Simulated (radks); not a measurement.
Task: Tm, 69 electrons, occupied as [Xe] 4f13 6s2 (the NIST ground configuration). Method: scalar-relativistic Kohn-Sham, LDA (Slater exchange, Perdew-Wang correlation), spin-polarised, spherical densities, point nucleus; open shells are filled with parallel spins first (spin-orbit coupling, left out, can overturn this in heavy ions); hard spherical wall at 4 bohr; computed with a radial shooting solver on a logarithmic mesh with Libxc functionals. Some entries of the table are withheld. Estimate them.

orbital,occ.,eigenvalue (eV),<1/r> (bohr^-1),<r> (bohr)
1s down,1,-59231.14,79.05,0.02002
1s up,1,-59231.14,79.05,0.02002
2s up,1,-9987.863,18.41,0.08493
2s down,1,-9987.842,18.41,0.08493
2p up,3,-8821.012,16.96,0.07544
2p down,3,-8820.996,16.96,0.07544
3s up,1,-2238.486,6.794,0.2212
3s down,1,-2238.037,6.795,0.2212
3p up,3,-1885.206,6.338,0.2205
3p down,3,-1884.759,6.339,0.2204
3d up,5,-1448.244,6.007,0.2000
3d down,5,-1447.896,6.008,0.1999
4s up,1,-434.6109,2.875,0.4981
4s down,1,-433.7233,2.874,0.4981
4p up,3,-318.4575,2.626,0.5287
4p down,3,-317.5871,2.626,0.5288
4d up,5,-164.2371,2.320,0.5719
4d down,5,-163.3904,2.319,0.5721
5s up,1,-46.5754,1.074,1.236
5s down,1,-46.1786,1.072,1.238
5p up,3,-20.3621,0.8797,1.480
5p down,3,-20.0803,0.8767,1.485
4f up,7,3.8165,1.688,0.8015
4f down,6,4.5432,1.680,0.8090
5d up,0,7.9227,0.5923,2.056
5d down,0,8.0391,0.5902,2.061
6s up,1,9.0682,(1),2.451
6s down,1,9.1529,(2),2.452
6p up,0,(3),0.5446,2.478
6p down,0,(4),0.5453,2.478
7s up,0,57.7696,0.6171,2.392
7s down,0,57.9024,0.6173,2.392

Result: 
(1) 6s up <1/r> (bohr^-1): 0.5234
(2) 6s down <1/r> (bohr^-1): 0.5235
(3) 6p up eigenvalue (eV): 19.1066
(4) 6p down eigenvalue (eV): 19.2100
